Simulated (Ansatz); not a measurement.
Computed with Ansatz on PBE0-D4/def2-TZVP structures; ΔE is electronic, products minus reactants. CCSD(T)/CBS adds triple-zeta CCSD(T) − MP2 to the extrapolated MP2 energy (def2 sets, frozen cores). DFT in def2-TZVPP. B3LYP here is the variant with VWN-RPA as its local correlation; programs differ in this. Elements past krypton have def2 core potentials. For Sn outer-core shells are correlated without core-valence functions, which leaves a few kJ/mol of doubt a bond. Each species was taken in one conformer, which may not be the lowest.

Consider the formal exchange of groups at a C–O bond: `C[O][Sn][F]` + `CCCO` → `CC(C)CO` + `[OH][Sn][F]`.

```json
{"level": "B3LYP-D4", "ΔE (eV)": "-0.43"}
{"level": "PBE", "ΔE (eV)": "-0.46"}
{"level": "HF/def2-TZVPP", "ΔE (eV)": "-0.38"}
{"level": "SCS-MP2/def2-TZVPP", "ΔE (eV)": "-0.53"}
```

Q: What does CCSD(T)/CBS give? (Best estimate.)

A: Computed: -0.56 eV. The listed levels differ from it by 0.13, 0.10, 0.18, 0.03 eV.

Largest T1 diagnostic among the species: 0.018.

From PBE to PBE0 (25 % exact exchange), in def2-TZVPP and without D4, ΔE moves by −0.03 eV. In def2-TZVPP, CCSD(T) changes the Hartree–Fock value by −0.16 eV (the triples alone add −0.01 eV) and MP2 by −0.22 eV.
